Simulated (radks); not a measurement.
Q: These are the eigenvalues of the occupied orbitals of an atom or ion with whole-number occupations (hartree). Method: scalar-relativistic Kohn-Sham, BLYP, spin-polarised, spherical densities, finite nucleus; Fermi nuclear charge, rms radius of each element as measured or else 0.836 A^(1/3) + 0.57 fm; computed with a radial shooting solver on a logarithmic mesh with Libxc functionals.

orbital  eigenvalue
1s up     -1907.153
1s down   -1907.153
2s up     -317.3350
2s down   -317.3121
2p up     -282.1825
2p down   -282.1644
3s up     -71.39923
3s down   -71.31535
3p up     -60.55743
3p down   -60.47272
3d up     -46.42577
3d down   -46.35183
4s up     -15.21573
4s down   -14.99636
4p up     -11.63637
4p down   -11.42074
4d up      -6.72042
4d down    -6.51137
5s up      -2.85193
5s down    -2.76734
5p up      -1.96534
5p down    -1.90457
4f up      -1.36378
4f down    -1.18734

Which element is it, and in what charge state? The configuration may be excited. Open shells, if any, are filled with parallel spins first.

A: Z = 65, terbium, charge +3: Tb3+ in [Kr] 4d9 4f9 5s2 5p6. The list shows which subshells hold electrons but not how many an open one holds; the 1s level, -1907.2 hartree, gives Z - s = 61.8 by -(Z - s)^2/2, which with screening and relativity narrows Z to a few neighbours, and the depths of the outer levels then fix element, charge and occupations together.
